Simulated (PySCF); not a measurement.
Coordinates in bohr (charge 0 multiplicity 1):
```
O     0.0000    0.0000    0.0000
Tl    0.0000    0.0000    4.0141
Tl    0.0000    0.0000   -4.0141
```

Method: PBE in PySCF with O def2-TZVP, Tl def2-TZVP with ECP60; scalar-relativistic core potentials, no spin–orbit coupling; density-fitted integrals.

This geometry of Tl₂O is a stationary point at this level.

**Question.** What is the point group?

**Answer.** D∞h.

**Question.** Is it a minimum?

**Answer.** Yes: all harmonic wavenumbers are real, though the softest, 43 cm⁻¹, leaves little margin.

**Question.** List the harmonic modes with their infrared intensities.

**Answer.** 
```json
{"symmetry": "πu", "ω (cm⁻¹)": "43", "IR (km/mol, summed over degenerate members)": "18.5"}
{"symmetry": "σg+", "ω (cm⁻¹)": "136", "IR (km/mol, summed over degenerate members)": "0.0"}
{"symmetry": "σu+", "ω (cm⁻¹)": "641", "IR (km/mol, summed over degenerate members)": "650"}
```

**Question.** What is the atomisation energy, with and without zero-point energy?

**Answer.** 735 kJ/mol without, 730 kJ/mol with.

In D∞h the vibrations span πu + σg+ + σu+. The σg+ mode carries no infrared intensity, as symmetry demands. With a centre of inversion only u modes can be infrared active and only g modes Raman active.

Other isomers or separated fragments may lie lower. No spin–orbit coupling is included, which matters more the heavier the element.
